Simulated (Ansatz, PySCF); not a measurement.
Gas-phase reaction in SMILES: CCS -> CC[S] + H atom (the H-S bond at the site shown breaks; other sites are not compared here)
Structures are relaxed separately at B3LYP-D3(BJ)/def2-TZVP in Ansatz (a quantum-chemistry and plane-wave program), one conformer each, not searched for the lowest.

Property: bond dissociation energy (enthalpy at 298 K, with B3LYP-D3(BJ) rigid-rotor harmonic-oscillator terms from PySCF), in kcal/mol. Cores are frozen in the correlated levels unless marked. UHF or UKS for open shells. Spin-orbit coupling is left out. No relativistic terms. CBS(X,Y): correlation extrapolated as X^-3; Hartree-Fock from the larger set. [CCSD(T)-MP2]/basis is that difference in the basis named.

| level | program | bond dissociation energy (kcal/mol) |
|---|---|---|
| HF/6-31G | Ansatz | 48.6 |
| HF/aug-cc-pV(T+d)Z | Ansatz | 60.4 |
| revPBE/def2-TZVPD | Ansatz | 81.0 |
| BHLYP/def2-TZVPD | Ansatz | 82.2 |
| CAM-B3LYP/def2-TZVPD | Ansatz | 83.8 |

Q: Estimate the value at RI-MP2/CBS(cc-pV(T+d)Z,cc-pV(Q+d)Z)+[CCSD(T)-MP2]/cc-pV(T+d)Z as computed with Ansatz.

A: 87.4 kcal/mol
